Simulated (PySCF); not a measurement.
C₃H₁₀OSi₂, SMILES [SiH3][C@H]([SiH2]O)C=C. Atoms are numbered in the order given.

```xyz
16

C     -1.6240     2.3484     0.5034
C     -0.6863     1.3858     0.5980
C     -0.6071     0.1357    -0.2285
Si    -0.8270    -1.4106     0.8750
Si     1.0224    -0.0126    -1.2027
O      2.2514    -0.6535    -0.2399
H     -2.4483     2.2797    -0.2261
H     -1.5985     3.2365     1.1528
H      0.1093     1.5105     1.3587
H     -1.4280     0.1173    -0.9820
H      0.0870    -1.3180     2.0654
H     -2.2464    -1.4811     1.3699
H     -0.5131    -2.6627     0.1021
H      0.8485    -1.0030    -2.3142
H      1.3975     1.3420    -1.7499
H      2.5494    -0.0888     0.4937
```
Charge 0, spin multiplicity 1.

Geometry: PBE-D3(BJ)/def2-SVP. The structure was generated by enumeration; whether it is a known compound was not checked. The values are those of a single conformer.

All values below come from B3LYP/pcSseg-1 (PySCF).

GIAO shieldings, no solvent; atoms listed in one row are averaged. δ = σ(ref) − σ: ¹³C against TMS (σ = 181.3 ppm); ²⁹Si against TMS (σ = 338.7 ppm); ¹⁷O against H2O (σ = 333.8 ppm); ¹H against TMS (σ = 31.68 ppm), references at their B3LYP-D3(BJ)/def2-TZVP geometries, non-relativistic.

Task: Estimate the chemical shifts. (Estimate from the structure and the level; the computed values follow.)

Result: 
```tsv
nucleus	atoms	count	δ (ppm)
¹³C	C2	1	149.0
¹³C	C1	1	124.7
¹³C	C3	1	29.4
²⁹Si	Si5	1	-6.9
²⁹Si	Si4	1	-62.8
¹⁷O	O6	1	30.9
¹H	H9	1	6.22
¹H	H7, H8	2	5.61
¹H	H15	1	5.42
¹H	H14	1	5.24
¹H	H11, H12, H13	3	4.34
¹H	H10	1	1.70
¹H	H16	1	1.40
```
